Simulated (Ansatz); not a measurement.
Single points on RuO3(NH) (RuNO3H).

```yaml
crystal:
  periodic: [false, false, false]
  atoms:
    - {symbol: Ru, position_ang: [0.264539, 0.327607, 0.102456]}
    - {symbol: O, position_ang: [0.110529, 0.296177, 1.768617]}
    - {symbol: O, position_ang: [1.861245, 0.467113, -0.356221]}
    - {symbol: O, position_ang: [-0.648034, 1.607897, -0.470942]}
    - {symbol: N, position_ang: [-0.327457, -1.139096, -0.555895]}
    - {symbol: H, position_ang: [-1.260823, -1.559698, -0.488015]}
basis:
  gaussian: {orbitals: def2-TZVP, initial_orbitals: start.molden}
correlation: {method: mp2}
scf: {omitted_lower_state_checks: [starts]}
output: {orbitals: {seedname: orbitals}}
```

The file start.molden holds the orbitals of an earlier run on this structure, at another level or in another basis.

```sh
$ ansatz run in.yaml --threads 4 --pin off --events-out ev --progress --plain --max-ram 3916MiB
```

It prints (some lines left out):

```
Functional definition: HF
1246 factors; integrals over basis functions are off by at most 1.2e-3 eV
mean field evaluation 1: about -10161.3272 eV, gradient 2.9e1 eV
mean field evaluation 2: about -10162.5143 eV, gradient 1.3e0 eV
mean field evaluation 4: about -10163.2539 eV, gradient 1.4e-1 eV
mean field evaluation 8: about -10163.2542 eV, gradient 2.2e-6 eV
mean field -10163.25423591 eV, -373.4927042686 hartree, gradient 1.7e-6 eV, S^2 0.000000; 0 other end points of the search recorded, 0 dependent functions left out; unrestricted orbitals would lower it
mean field evaluation 16: about -10163.2723 eV, gradient 7.0e0 eV
unrestricted determinant -10165.49953271 eV, -373.5752174039 hartree, S^2 1.6721
4 core orbitals not correlated: weight in the atoms' cores, before any rotation towards them, 1.000 or more for the frozen orbitals, at most 0.000 for the correlated occupied ones
reference -10163.25423591 eV, -373.4927042686 hartree; 20, 20 occupied and 146, 146 virtual orbitals, 1246 factors
second order -49.36411551 eV of doubles, -0.00000000 eV of singles
Total energy: -10212.61835142 eV, -375.3068020535 hartree
Checks for a lower state left out: starts
```

Hardware: 4 threads of Arm Neoverse V1 on a shared host. Wall time 4.9 s.

As the first input, with `gaussian: {orbitals: def2-SVP, initial_orbitals: start.molden}`, `hamiltonian: {xc: pbe0, dispersion: d4}` and without the key `correlation` (abridged; 0.9 s):

```
Functional definition: PBE0
mean field -10211.45196597 eV, -375.2639381785 hartree, gradient 1.5e-5 eV, S^2 0.000000
Total energy: -10211.58402310 eV, -375.2687911885 hartree
Checks for a lower state left out: starts
```

As the first input, with `hamiltonian: {xc: {name: revPBE}, dispersion: d4}` and without the key `correlation` (abridged; 1.3 s):

```
Functional definition: revPBE
mean field -10232.10295409 eV, -376.0228479944 hartree, gradient 1.9e-5 eV, S^2 0.000000
Total energy: -10232.57269789 eV, -376.0401107605 hartree
Checks for a lower state left out: starts
```

The first input with `hamiltonian: {xc: r2scan, dispersion: d4}`, `output: {forces: true, orbitals: {seedname: orbitals}}` and without the key `correlation` (abridged; 2.9 s):

```
Functional definition: r2SCAN
mean field -10229.54231871 eV, -375.9287463797 hartree, gradient 2.3e-5 eV, S^2 0.000000
Total energy: -10229.57776294 eV, -375.9300489311 hartree
Atom 0 force    -0.246290    -0.028384     0.067509 eV/Å
Atom 1 force    -0.031667    -0.001115     0.836181 eV/Å
Atom 2 force     0.880281     0.071472    -0.256738 eV/Å
Atom 3 force    -0.414732     0.662269    -0.297608 eV/Å
Atom 4 force    -0.364163    -0.846875    -0.373898 eV/Å
Atom 5 force     0.176569     0.142634     0.024553 eV/Å
Dipole moment:    -0.358336    -0.332719    -0.074365 e Å
Checks for a lower state left out: starts
```

First input, but with `hamiltonian: {xc: {name: LC-wPBE}}` and without the key `correlation` (abridged; 1.8 s):

```
Functional definition: LC-wPBE
mean field -10224.66024039 eV, -375.7493333108 hartree, gradient 1.9e-5 eV, S^2 0.000000
Total energy: -10224.66024040 eV, -375.7493333111 hartree
Checks for a lower state left out: starts
```

First input, but with `gaussian: {orbitals: def2-TZVPD, initial_orbitals: start.molden}`, `hamiltonian: {xc: pbe0, dispersion: d4}` and without the key `correlation` (abridged; 2.4 s):

```
Functional definition: PBE0
mean field -10221.74155349 eV, -375.6420735455 hartree, gradient 9.0e-6 eV, S^2 0.000000
Total energy: -10221.87361635 eV, -375.6469267660 hartree
Checks for a lower state left out: starts
```

The first input with `hamiltonian: {xc: pbe}`, `correlation: {method: rpa}` and without the key `output` (abridged; 3.2 s):

```
Functional definition: PBE
mean field -10225.72659543 eV, -375.7885211355 hartree, gradient 2.5e-6 eV, S^2 0.000000
4 core orbitals not correlated: weight in the atoms' cores, before any rotation towards them, 1.000 or more for the frozen orbitals, at most 0.000 for the correlated occupied ones
Total energy: -10223.11029797 eV, -375.6923739773 hartree
Checks for a lower state left out: starts
```

Geometry: PBE0-D4/def2-SVP.

In the def2 sets Ru takes a core potential; there is no spin–orbit coupling. LC-ωPBE has ω = 0.4 bohr⁻¹. Correlated methods freeze 4 core orbitals; core or outer-core shells of Ru are correlated, in sets that lack core-valence functions. At MP2/def2-TZVP the restricted singlet (for correlated methods, its reference) is unstable: a solution with broken spin symmetry lies lower. The restricted singlet is unstable towards broken spin symmetry at other levels; at PBE0-D4/def2-SVP, revPBE-D4/def2-TZVP, r2SCAN-D4/def2-TZVP, LC-ωPBE/def2-TZVP and others this wasn't settled.
